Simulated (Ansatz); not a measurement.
Results of the Gaussian-basis code of Ansatz.

F$_{2}$GaHS (`[F][Ga]([F])[SH]`) at its PBE0-D4/def2-TZVP geometry, where that method's forces vanish. The species carries charge 0 and has multiplicity 1.

```csv
atom,x (Å),y (Å),z (Å)
F1,-0.828,-1.735,-1.167
Ga2,-0.017,-0.519,-0.231
F3,1.549,-0.975,0.374
S4,-0.890,1.422,0.157
H5,0.186,1.806,0.867
```

(1) For each bond, give half the difference of the two atoms' forces along it (eV/Å; positive pushes the atoms apart) under PBE-D4, r2SCAN-D4, B3LYP-D4, ωB97M-V in def2-TZVPP. (Estimate.)

## Answers

(1) The calculation gave: 
| bond | length (Å) | PBE-D4 | r2SCAN-D4 | B3LYP-D4 | ωB97M-V |
| --- | --- | --- | --- | --- | --- |
| F1–Ga2 | 1.736 | 0.41 | 0.01 | 0.17 | 0.09 |
| Ga2–F3 | 1.739 | 0.40 | 0.01 | 0.18 | 0.07 |
| Ga2–S4 | 2.163 | -0.04 | -0.03 | 0.07 | -0.07 |
| S4–H5 | 1.345 | 0.26 | 0.02 | -0.02 | -0.10 |

B3LYP here is the variant with VWN-RPA as its local correlation; programs differ in this.
